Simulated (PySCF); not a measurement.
ammonia borane (BH6N), SMILES [NH3+][BH3-]. Atoms are numbered in the order given.

```xyz
8

B      0.0000     0.0000    -0.9246
N      0.0000     0.0000     0.7243
H      0.0000    -1.1752    -1.2431
H      1.0178     0.5876    -1.2431
H     -1.0178     0.5876    -1.2431
H     -0.8270    -0.4774     1.0940
H      0.0000     0.9549     1.0940
H      0.8270    -0.4774     1.0940
```
Charge 0, spin multiplicity 1.

The structure is a stationary point at PBE-D3(BJ)/def2-TZVP.

Calculation: PySCF with TDDFT-LC-ωPBE/def2-TZVPD.

Vertical excitations; the highest root listed may be one member of a degenerate set. The molecule is in vacuum. State labels are in the subgroup Cs.

Task: Estimate the UV-visible absorptions. (An estimate is asked for; the answer gives what the named calculation found.)

Result: 
| state | symmetry | energy (eV) | λ (nm) | f | main pairs |
|---|---|---|---|---|---|
| S1 | A' | 7.24 | 171 | 0.023 | HOMO→LUMO (degenerate set) |
| S2 | A" | 7.24 | 171 | 0.023 | HOMO−1→LUMO (degenerate set) |
| S3 | A" | 8.64 | 143 | 0.081 | HOMO−1→LUMO+1 (degenerate set) |
| S4 | A' | 8.64 | 143 | 0.081 | HOMO→LUMO+1 (degenerate set) |
| S5 | A" | 8.92 | 139 | 0.000 | HOMO−1→LUMO+3 38 %, HOMO→LUMO+2 38 %, HOMO→LUMO+4 9 %, HOMO−1→LUMO+5 9 % |
| S6 | A' | 9.10 | 136 | 0.012 | HOMO−2→LUMO, HOMO→LUMO+3, HOMO−1→LUMO+2 (degenerate set) |
| S7 | A' | 9.10 | 136 | 0.002 | HOMO−1→LUMO+2, HOMO→LUMO+3 (degenerate set) |
| S8 | A" | 9.10 | 136 | 0.002 | HOMO→LUMO+2, HOMO−1→LUMO+3 (degenerate set) |
| S9 | A' | 9.42 | 132 | 0.120 | HOMO−2→LUMO 49 %, HOMO−1→LUMO+2 18 %, HOMO→LUMO+3 18 % |
| S10 | A' | 9.83 | 126 | 0.013 | HOMO→LUMO+5 47 %, HOMO−1→LUMO+4 47 % |
| T1 | A' | 7.02 | 177 | 0 | HOMO→LUMO (degenerate set) |
| T2 | A" | 7.02 | 177 | 0 | HOMO−1→LUMO (degenerate set) |
| T3 | A" | 8.29 | 150 | 0 | HOMO−1→LUMO+1 (degenerate set) |
| T4 | A' | 8.29 | 150 | 0 | HOMO→LUMO+1 (degenerate set) |
Triplets are in the Tamm–Dancoff approximation, which puts them higher than full response would, so one can lie above its singlet here.
